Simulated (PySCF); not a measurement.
sulfuric acid (H2O4S), SMILES O=S(=O)(O)O. Geometry optimised at PBE-D3(BJ)/def2-SVP. One conformer was computed; it need not be the lowest.

Computed equilibrium geometry at PBE-D3(BJ)/def2-SVP (PySCF confirms it by a frequency run) as Cartesian coordinates in Å, and its point group (one conformer of several):
point group C2.
```xyz
7

O     -0.6807     1.0758     0.8705
S      0.0000     0.0000    -0.1717
O      1.1239     0.6452    -0.8417
O     -1.1239    -0.6452    -0.8417
O      0.6807    -1.0758     0.8705
H      0.0338     1.6919     1.1433
H     -0.0338    -1.6919     1.1433
```
